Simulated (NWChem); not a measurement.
Species: CH2F2O2Si; SMILES O=C(O)[SiH](F)F

Results from NWChem. All runs use the structure optimised with PBE0/def2-SVP. Level: PBE0/def2-SVP with SMD, gas-phase geometry; reactions with the solvents are ignored. One conformer.

```
SMD term (kcal/mol)                  water  toluene
----------------------------------  ------  -------
distortion of the solute's density    1.60     0.16
polarisation                        -11.27    -3.00
cavity, dispersion and structure      5.18    -0.64
```

Question: Sum the solvation free energies, find the transfer free energy from water to toluene and the partition coefficient at 298.15 K.

Answer: 
1. ΔG(solv, water) = -4.49 kcal/mol and ΔG(solv, toluene) = -3.48 kcal/mol (1 M gas to 1 M solution).
2. Transfer: -3.48 − (-4.49) = 1.01 kcal/mol.
3. log₁₀ K(toluene/water) = −ΔG/(RT ln 10) = -1.01/1.364 = -0.7, so the model puts more of the solute in water.
4. Of the transfer energy, 6.83 kcal/mol is electrostatic and -5.82 comes from the non-electrostatic term. The two phases are taken as the pure solvents.
